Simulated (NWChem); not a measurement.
All runs are NWChem calculations. System: trichloroethylene (C₂HCl₃), charge 0, spin multiplicity 1, at a geometry optimised with PBE0/def2-SVP. Level: RHF/6-311G** (spherical d).

NWChem printed:

```
             Northwest Computational Chemistry Package (NWChem) 7.3.0
             --------------------------------------------------------

                                NWChem Input Module
                                -------------------

 Scaling coordinates for geometry "geometry" by  1.889725989
 (inverse scale =  0.529177249)

 Turning off AUTOSYM since
 SYMMETRY directive was detected!

                             Geometry "geometry" -> ""
                             -------------------------

 Output coordinates in angstroms (scale by  1.889725989 to convert to a.u.)

  No.       Tag          Charge          X              Y              Z
 ---- ---------------- ---------- -------------- -------------- --------------
    1 Cl                  17.0000    -2.19173500    -0.61684600     0.00000000
    2 C                    6.0000    -0.96043700     0.56826200     0.00000000
    3 C                    6.0000     0.34765500     0.27884900     0.00000000
    4 Cl                  17.0000     0.96576800    -1.31696400     0.00000000
    5 Cl                  17.0000     1.51852400     1.54035800     0.00000000
    6 H                    1.0000    -1.29678100     1.60600900     0.00000000

 Effective nuclear repulsion energy (a.u.)     318.3106783158

            Nuclear Dipole moment (a.u.)
            ----------------------------
        X                 Y               Z
 ---------------- ---------------- ----------------
    -0.0000075589    -0.0000170075     0.0000000000

      Symmetry information
      --------------------

 Group name             Cs
 Group number              2
 Group order               2
 No. of unique centers     6

      Symmetry unique atoms

     1    2    3    4    5    6


 Summary of "ao basis" -> "" (spherical)
 ------------------------------------------------------------------------------
       Tag                 Description            Shells   Functions and Types
 ---------------- ------------------------------  ------  ---------------------
 *                          6-311g**                  on all atoms

 Summary of "ao basis" -> "ao basis" (spherical)
 ------------------------------------------------------------------------------
       Tag                 Description            Shells   Functions and Types
 ---------------- ------------------------------  ------  ---------------------
 Cl                         6-311g**                12       26   6s5p1d
[...]
   104     -0.192978  5 Cl px                69     -0.187934  4 Cl px
   108      0.158948  5 Cl py                96     -0.153263  5 Cl py

 Vector   32  Occ=2.000000D+00  E=-3.691898D-01  Symmetry=a"
              MO Center= -2.7D-01,  1.6D-01, -2.2D-16, r^2= 3.6D+00
   Bfn.  Coefficient  Atom+Function         Bfn.  Coefficient  Atom+Function
  ----- ------------  ---------------      ----- ------------  ---------------
    18      0.287754  1 Cl pz                39     -0.257023  2 C  pz
   106      0.251587  5 Cl pz                57     -0.244707  3 C  pz
    35     -0.235601  2 C  pz                80      0.235970  4 Cl pz
    53     -0.229954  3 C  pz                21      0.208015  1 Cl pz
   109      0.179643  5 Cl pz                83      0.172073  4 Cl pz

 Vector   33  Occ=0.000000D+00  E= 1.101999D-01  Symmetry=a"
              MO Center= -3.0D-01,  3.6D-01,  8.5D-15, r^2= 3.1D+00
   Bfn.  Coefficient  Atom+Function         Bfn.  Coefficient  Atom+Function
  ----- ------------  ---------------      ----- ------------  ---------------
    57     -0.840427  3 C  pz                39      0.810108  2 C  pz
    53     -0.273724  3 C  pz                83      0.262101  4 Cl pz
   109      0.262425  5 Cl pz                21     -0.252989  1 Cl pz
    35      0.238636  2 C  pz                49     -0.183713  3 C  pz
    31      0.171650  2 C  pz

 Vector   34  Occ=0.000000D+00  E= 1.458475D-01  Symmetry=a'
              MO Center=  1.1D+00,  7.6D-01, -9.8D-15, r^2= 5.7D+00
   Bfn.  Coefficient  Atom+Function         Bfn.  Coefficient  Atom+Function
  ----- ------------  ---------------      ----- ------------  ---------------
    54      1.601844  3 C  s                 94     -0.863720  5 Cl s
   108      0.781223  5 Cl py                55      0.676752  3 C  px
   107      0.642232  5 Cl px                82     -0.547579  4 Cl py
    68     -0.440423  4 Cl s                 19      0.298413  1 Cl px
     6      0.278592  1 Cl s                 38      0.268373  2 C  py

 Vector   35  Occ=0.000000D+00  E= 1.520204D-01  Symmetry=a'
              MO Center= -4.1D-01, -9.5D-02, -3.5D-15, r^2= 7.1D+00
   Bfn.  Coefficient  Atom+Function         Bfn.  Coefficient  Atom+Function
  ----- ------------  ---------------      ----- ------------  ---------------
   117      1.181699  6 H  s                 38     -0.775988  2 C  py
    82     -0.762273  4 Cl py                68     -0.712478  4 Cl s
     6     -0.581211  1 Cl s                 56     -0.561199  3 C  py
    54      0.541446  3 C  s                 19     -0.467956  1 Cl px
    20     -0.356699  1 Cl py                55      0.339308  3 C  px

 center of mass
 --------------
 x =   0.02283813 y =  -0.02872322 z =   0.00000000

 moments of inertia (a.u.)
 ------------------
         586.738879996876        -275.449923268532           0.000000000000
        -275.449923268532        1054.986423631017           0.000000000000
           0.000000000000           0.000000000000        1641.725303627893

  Mulliken analysis of the total density
  --------------------------------------

    Atom       Charge   Shell Charges
 -----------   ------   -------------------------------------------------------
    1 Cl  17    17.02   0.78  1.19  0.91  1.08  0.98  1.04  7.40 -1.49  1.01  3.04  1.05  0.04
    2 C    6     6.06   1.10  0.89  0.56  0.75  1.53  0.42  0.73  0.08
    3 C    6     6.14   1.10  0.89  0.54  0.76  1.55  0.46  0.73  0.11
    4 Cl  17    16.98   0.78  1.19  0.91  1.08  0.98  1.04  7.40 -1.49  1.01  3.03  1.01  0.04
    5 Cl  17    16.99   0.78  1.19  0.91  1.08  0.98  1.04  7.40 -1.49  1.01  3.03  1.03  0.04
    6 H    1     0.80   0.26  0.49  0.03  0.03

       Multipole analysis of the density wrt the origin
       ------------------------------------------------

     L   x y z        total         open         nuclear
     -   - - -        -----         ----         -------
     0   0 0 0     -0.000000      0.000000     64.000000

     1   1 0 0     -0.181716      0.000000     -0.000008
     1   0 1 0      0.415643      0.000000     -0.000017
     1   0 0 1      0.000000      0.000000      0.000000

     2   2 0 0    -37.830488      0.000000    516.593699
     2   1 1 0     -1.272942      0.000000    129.807903
     2   1 0 1      0.000000      0.000000      0.000000
     2   0 2 0    -35.463767      0.000000    290.229205
     2   0 1 1     -0.000000      0.000000      0.000000
     2   0 0 2    -38.127849      0.000000      0.000000

 Task  times  cpu:        3.5s     wall:        3.5s

 Total times  cpu:        3.5s     wall:        3.5s
```

Write an NWChem input that would produce this output.

One answer among several that fit: 
```
start mol
memory heap 200 mb stack 900 mb global 1100 mb
geometry units angstroms nocenter noautoz
  Cl    -2.191735    -0.616846     0.000000
  C     -0.960437     0.568262     0.000000
  C      0.347655     0.278849     0.000000
  Cl     0.965768    -1.316964     0.000000
  Cl     1.518524     1.540358     0.000000
  H     -1.296781     1.606009     0.000000
  symmetry group Cs
end
basis spherical
  * library 6-311g**
end
scf
  rhf
  nopen 0
  maxiter 100
  thresh 1e-7
  semidirect memsize 60000000 filesize 0
end
task scf energy
```
